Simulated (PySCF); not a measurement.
C₆H₁₄BO₂ (SMILES CC1(C)OB[OH+]C1(C)C), charge +1, singlet, at a GFN2-xTB geometry; PySCF with DF-B3LYP/6-31G**.

The PySCF input:
```python
from pyscf import gto, scf, dft

mol = gto.Mole()
mol.atom = '''
    C     1.36150529   -1.46332251   -0.36696631
    C     0.79606510   -0.05128719   -0.22271852
    C     1.44830263    0.88225462   -1.23445011
    O     1.14354764    0.39227540    1.10901776
    B     0.15682922    0.33326282    1.94832944
    O    -1.02871186   -0.12042878    1.24728994
    C    -0.77310942   -0.01049082   -0.22555927
    C    -1.35621522    1.32121923   -0.67419712
    C    -1.46109773   -1.17149123   -0.91836226
    H     1.19594725   -1.84654052   -1.36836460
    H     2.43273390   -1.42506484   -0.18738254
    H     0.92718286   -2.14190893    0.36280342
    H     1.20719721    1.92190875   -1.03889236
    H     1.13777957    0.62097120   -2.24138659
    H     2.52697957    0.77357399   -1.16724166
    H     0.15972671    0.56209769    3.08335576
    H    -1.94042185    0.06626266    1.51455827
    H    -2.43282444    1.33672911   -0.51019889
    H    -1.18800205    1.46483121   -1.73721868
    H    -0.90944312    2.15482963   -0.13630209
    H    -1.21037890   -2.12448538   -0.46282906
    H    -1.16077615   -1.19994041   -1.96171339
    H    -2.54123645   -1.04564357   -0.88777460
'''
mol.basis = '6-31g**'
mol.charge = 1
mol.verbose = 5
mol.build()

mf = dft.RKS(mol)
mf.xc = 'b3lyp'
mf.small_rho_cutoff = 0
mf = mf.density_fit(auxbasis='def2-universal-jkfit')
mf.kernel()
mf.analyze()
```

Task: Write the output that PySCF gives for this input, abridged.

Result: 
```
PySCF version 2.14.0

[INPUT] verbose = 5
[INPUT] max_memory = 4000
[INPUT] num. atoms = 23
[INPUT] num. electrons = 70
[INPUT] charge = 1
[INPUT] spin (= nelec alpha-beta = 2S) = 0
[INPUT] symmetry False subgroup None
[INPUT] Mole.unit = angstrom
[INPUT] Symbol           X                Y                Z      unit          X                Y                Z       unit  Magmom
[...]
[INPUT] ---------------- BASIS SET ----------------
[INPUT] l, kappa, [nprim/nctr], expnt,             c_1 c_2 ...
[INPUT] H
[...]
                                2.8253937         0.23472695
                                0.6401217         0.81375733
[...]
[INPUT] B
[...]
                                310.64957         0.0142515
                                70.683033         0.0695516
                                19.86108          0.2325729
                                6.2993048         0.4670787
                                2.127027          0.3634314
[...]
                                1.1903377         -0.1307889
                                0.3594117         1.1309444
[...]
                                1.1903377         0.3078467
                                0.3594117         0.7434568
[...]
[INPUT] C
[...]
                                457.36951         0.0140373
                                103.94869         0.0688426
                                29.210155         0.2321844
                                9.286663          0.4679413
                                3.163927          0.362312
[...]
                                1.8812885         -0.1608542
                                0.5442493         1.1434564
[...]
                                1.8812885         0.316424
                                0.5442493         0.7443083
[...]
[INPUT] O
[...]
                                825.23495         0.0139501
                                188.04696         0.0684451
                                52.9645           0.2327143
                                16.89757          0.470193
                                5.7996353         0.3585209
[...]
                                3.5999336         -0.1480263
                                1.0137618         1.130767
[...]
                                3.5999336         0.3397528
                                1.0137618         0.7271586
[...]
nuclear repulsion = 514.760911496639
number of shells = 96
number of NR pGTOs = 341
number of NR cGTOs = 196
basis = 6-31g**
ecp = {}

******** <class 'pyscf.df.df_jk.DFRKS'> ********
method = DFRKS
initial guess = minao
damping factor = 0
level_shift factor = 0
DIIS = <class 'pyscf.scf.diis.CDIIS'>
diis_start_cycle = 1
diis_space = 8
diis_damp = 0
SCF conv_tol = 1e-09
SCF conv_tol_grad = None
SCF max_cycles = 50
direct_scf = False
XC library pyscf.dft.libxc version 7.1.2
    S. Lehtola, C. Steigemann, M. J. T. Oliveira, and M. A. L. Marques,  SoftwareX 7, 1–5 (2018)
XC functionals = b3lyp
    P. J. Stephens, F. J. Devlin, C. F. Chabalowski, and M. J. Frisch,  J. Phys. Chem. 98, 11623 (1994)
radial grids:
    Treutler-Ahlrichs [JCP 102, 346 (1995); DOI:10.1063/1.469408] (M4) radial grids

becke partition: Becke, JCP 88, 2547 (1988); DOI:10.1063/1.454033
pruning grids: <function nwchem_prune>
grids dens level: 3
symmetrized grids: False
atomic radii adjust function: <function treutler_atomic_radii_adjust>
small_rho_cutoff = 0
Set gradient conv threshold to 3.16228e-05
Initial guess from minao.
atom C rad-grids = 75, ang-grids = [ 50  50  50  50  50  50  50  50  50  50  50  50  50  50  50  50  50  50
  50  50  50  50  86  86  86  86  86  86  86  86  86  86 266 266 266 266
 266 266 302 302 302 302 302 302 302 302 302 302 302 302 302 302 302 302
 302 302 302 302 266 266 266 266 266 266 266 266 266 266 266 266 266 266
 266 266 266]
atom O rad-grids = 75, ang-grids = [ 50  50  50  50  50  50  50  50  50  50  50  50  50  50  50  50  50  50
  50  50  50  50  50  86  86  86  86  86  86  86  86  86 266 266 266 266
 266 266 266 302 302 302 302 302 302 302 302 302 302 302 302 302 302 302
 302 302 302 302 302 266 266 266 266 266 266 266 266 266 266 266 266 266
 266 266 266]
atom B rad-grids = 75, ang-grids = [ 50  50  50  50  50  50  50  50  50  50  50  50  50  50  50  50  50  50
  50  50  50  50  50  86  86  86  86  86  86  86  86  86 266 266 266 266
 266 266 266 302 302 302 302 302 302 302 302 302 302 302 302 302 302 302
 302 302 302 302 266 266 266 266 266 266 266 266 266 266 266 266 266 266
 266 266 266]
atom H rad-grids = 50, ang-grids = [ 50  50  50  50  50  50  50  50  50  50  50  50  50  50  50  86  86  86
  86 266 266 266 266 266 302 302 302 302 302 302 302 302 302 302 302 302
 302 266 266 266 266 266 266 266 266 266 266 266 266 266]
tot_boxes 4624, boxes in each direction [15 14 15]
Padding 2 grids
tot grids = 264232
nelec by numeric integration = 70.9712808367038
******** <class 'pyscf.df.df.DF'> ********
auxbasis = def2-universal-jkfit
num shells = 309, num cGTOs = 931
size of aux basis 931
int3c2e [1/1], AO [0:96], nrow = 19306
E1 = -1573.8663955015843  E2 = 645.6416344707948  Ecoul = 704.5525169570975  Exc = -58.910882486302725
init E= -413.46384953415
cond(S) = 2947.7290463858453
[...]
  mo_energy =
[-1.94004422e+01 -1.93996913e+01 -1.02970609e+01 -1.02970061e+01
 -1.02964869e+01 -1.02962643e+01 -1.02780687e+01 -1.02760728e+01
 -6.85467745e+00 -1.28607268e+00 -1.19436716e+00 -9.77489720e-01
 -9.01757542e-01 -8.41344406e-01 -8.06126470e-01 -7.44629692e-01
 -7.07241033e-01 -6.60227247e-01 -6.01278155e-01 -5.53328895e-01
 -5.35060881e-01 -5.20200741e-01 -5.13637838e-01 -4.88659108e-01
 -4.77022772e-01 -4.67062668e-01 -4.53243250e-01 -4.38321143e-01
 -4.36346472e-01 -4.26758268e-01 -4.25716372e-01 -4.20343742e-01
 -4.05831788e-01 -3.68445254e-01 -3.56920856e-01 -5.45916038e-02
 -7.30454690e-03  1.08934327e-02  3.93514527e-02  5.84597557e-02
  7.00921558e-02  8.06251764e-02  8.77707317e-02  9.90667056e-02
[...]
converged SCF energy = -412.201304335733
Total Energy =                        -412.201304335733312
[...]
22 H 2pz        -0.01671  -0.02058   0.00664  -0.00403  -0.01471
               #196
0 C 1s           0.00007
0 C 2s          -0.00145
0 C 3s           0.00305
0 C 2px         -0.00470
0 C 2py         -0.00102
0 C 2pz          0.00019
0 C 3px         -0.00844
0 C 3py          0.00063
0 C 3pz         -0.00314
0 C 3dxy        -0.00460
0 C 3dyz        -0.01858
0 C 3dz^2        0.01595
0 C 3dxz        -0.02068
0 C 3dx2-y2     -0.05895
1 C 1s          -0.00013
1 C 2s           0.00025
1 C 3s          -0.01863
1 C 2px          0.00177
1 C 2py          0.00124
1 C 2pz          0.00103
1 C 3px          0.01877
1 C 3py          0.01216
1 C 3pz         -0.00691
1 C 3dxy         0.05271
1 C 3dyz         0.01518
1 C 3dz^2       -0.00941
1 C 3dxz         0.03486
1 C 3dx2-y2      0.01916
2 C 1s          -0.00004
2 C 2s           0.00023
2 C 3s          -0.00280
2 C 2px          0.00392
2 C 2py          0.00438
2 C 2pz          0.00573
2 C 3px          0.00944
2 C 3py          0.00262
2 C 3pz          0.00328
2 C 3dxy        -0.01217
2 C 3dyz        -0.00395
2 C 3dz^2       -0.10989
2 C 3dxz        -0.03374
2 C 3dx2-y2     -0.00385
3 O 1s           0.00028
3 O 2s          -0.00452
3 O 3s           0.03844
3 O 2px          0.00345
3 O 2py          0.00017
3 O 2pz         -0.00074
3 O 3px         -0.03725
3 O 3py         -0.00735
3 O 3pz          0.01788
3 O 3dxy         0.08005
3 O 3dyz        -0.00743
3 O 3dz^2       -0.13487
3 O 3dxz         0.03055
3 O 3dx2-y2      0.11805
4 B 1s           0.00091
4 B 2s          -0.01026
4 B 3s           0.04136
4 B 2px         -0.00364
4 B 2py         -0.00618
4 B 2pz         -0.02797
4 B 3px          0.00464
4 B 3py          0.00079
4 B 3pz          0.01285
4 B 3dxy         0.03136
4 B 3dyz        -0.14515
4 B 3dz^2       -0.34391
4 B 3dxz        -0.00961
4 B 3dx2-y2      0.08350
5 O 1s          -0.00059
5 O 2s           0.01500
5 O 3s           0.10430
5 O 2px         -0.03179
5 O 2py          0.00512
5 O 2pz          0.00820
5 O 3px         -0.06647
5 O 3py          0.00870
5 O 3pz          0.01760
5 O 3dxy        -0.07251
5 O 3dyz        -0.02287
5 O 3dz^2       -0.20932
5 O 3dxz        -0.20235
5 O 3dx2-y2      0.31449
6 C 1s          -0.00016
6 C 2s           0.00244
6 C 3s          -0.01999
6 C 2px         -0.00313
6 C 2py         -0.00143
6 C 2pz          0.00374
6 C 3px          0.00207
6 C 3py         -0.02133
6 C 3pz         -0.00913
6 C 3dxy         0.04765
6 C 3dyz         0.00230
6 C 3dz^2       -0.00777
6 C 3dxz        -0.07744
6 C 3dx2-y2     -0.02507
7 C 1s           0.00004
7 C 2s          -0.00096
7 C 3s           0.00634
7 C 2px          0.00722
7 C 2py          0.00444
7 C 2pz          0.00505
7 C 3px          0.01222
7 C 3py         -0.00238
7 C 3pz         -0.00427
7 C 3dxy         0.04985
7 C 3dyz         0.07332
7 C 3dz^2       -0.04396
7 C 3dxz         0.05200
7 C 3dx2-y2     -0.11035
8 C 1s          -0.00003
8 C 2s          -0.00045
8 C 3s          -0.00446
8 C 2px          0.00330
8 C 2py         -0.00794
8 C 2pz          0.00782
8 C 3px          0.00339
8 C 3py         -0.00335
8 C 3pz         -0.00302
8 C 3dxy        -0.03294
8 C 3dyz        -0.08755
8 C 3dz^2       -0.08938
8 C 3dxz         0.03933
8 C 3dx2-y2     -0.11343
9 H 1s          -0.00021
9 H 2s          -0.00092
9 H 2px          0.01288
9 H 2py          0.00249
9 H 2pz          0.00331
10 H 1s          0.00487
10 H 2s         -0.00670
10 H 2px        -0.07504
10 H 2py        -0.00762
10 H 2pz        -0.01582
11 H 1s         -0.00228
11 H 2s          0.01243
11 H 2px        -0.01201
11 H 2py        -0.00472
11 H 2pz         0.01749
12 H 1s         -0.00441
12 H 2s          0.00690
12 H 2px        -0.02125
12 H 2py         0.06575
12 H 2pz         0.00189
13 H 1s          0.00742
13 H 2s         -0.01675
13 H 2px         0.02915
13 H 2py         0.03255
13 H 2pz         0.09677
14 H 1s         -0.00403
14 H 2s          0.00529
14 H 2px         0.05525
14 H 2py        -0.01410
14 H 2pz        -0.00124
15 H 1s          0.02757
15 H 2s         -0.05803
15 H 2px        -0.00368
15 H 2py        -0.05798
15 H 2pz        -0.41890
16 H 1s         -0.03354
16 H 2s          0.14878
16 H 2px        -0.40053
16 H 2py         0.13928
16 H 2pz         0.15545
17 H 1s          0.00735
17 H 2s         -0.00351
17 H 2px         0.10434
17 H 2py        -0.00754
17 H 2pz        -0.01146
18 H 1s          0.00425
18 H 2s         -0.00733
18 H 2px        -0.02308
18 H 2py        -0.00812
18 H 2pz         0.06534
19 H 1s         -0.00914
19 H 2s          0.02303
19 H 2px         0.05246
19 H 2py         0.08133
19 H 2pz         0.07934
20 H 1s         -0.01111
20 H 2s          0.02118
20 H 2px         0.03249
20 H 2py        -0.14306
20 H 2pz         0.07677
21 H 1s          0.00698
21 H 2s         -0.01723
21 H 2px        -0.03785
21 H 2py        -0.00021
21 H 2pz         0.09011
22 H 1s          0.00405
22 H 2s         -0.00486
22 H 2px         0.05788
22 H 2py         0.00429
22 H 2pz         0.00264
 ** Mulliken pop on meta-lowdin orthogonal AOs  **
 ** Mulliken pop  **
 ** Mulliken atomic charges  **
charge of    0C =     -0.32349
charge of    1C =      0.23913
charge of    2C =     -0.32127
charge of    3O =     -0.29924
charge of    4B =      0.34521
charge of    5O =     -0.25564
charge of    6C =      0.23044
charge of    7C =     -0.33106
charge of    8C =     -0.32703
charge of    9H =      0.12835
charge of   10H =      0.13965
charge of   11H =      0.11297
charge of   12H =      0.12445
charge of   13H =      0.12597
charge of   14H =      0.14074
charge of   15H =      0.06416
charge of   16H =      0.40143
charge of   17H =      0.12294
charge of   18H =      0.15019
charge of   19H =      0.12502
charge of   20H =      0.13475
charge of   21H =      0.14527
charge of   22H =      0.12710

WARN: System has nonzero charge 1; the dipole moment is origin-dependent.
Location of origin: [0. 0. 0.]

Dipole moment(X, Y, Z, Debye): -3.64167,  0.09452,  1.02237
```
